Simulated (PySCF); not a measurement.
## From computed data to an observable: oscillator strength and radiative lifetime

C3H12OSi2, SMILES CC[SiH2]C[SiH2]O.

Coordinates come from a B3LYP-D3(BJ)/def2-SVP optimisation. This is a generated structure with no PubChem entry under its InChIKey; it may be hypothetical. Other conformers were not sampled.

TDA-PBE/def2-SVPD (PySCF 2.14.0) puts the first singlet state with f over 0.02 at 6.16 eV (vertical), with the transition dipole (-0.246, -0.121, 0.281) in atomic units.

Find the oscillator strength, the wavelength and the radiative lifetime that this transition would have in vacuum if emission retraced absorption.


|μ|² = 0.1541 au, so |μ| = 1.00 D. ΔE = 6.16/27.211 = 0.2264 hartree. f = (2/3) ΔE |μ|² = 0.023 (the program prints 0.023).
λ = 1239.84/6.16 = 201 nm; ν = 49684 cm⁻¹.
Einstein's coefficient A = 0.6670 ν² f s⁻¹ (ν in cm⁻¹) = 3.8e7 s⁻¹, so τ = 1/A = 26 ns. This state is S1. The figure is the radiative limit of this one transition; relaxation, internal conversion, crossing to triplets and a medium change what is measured.
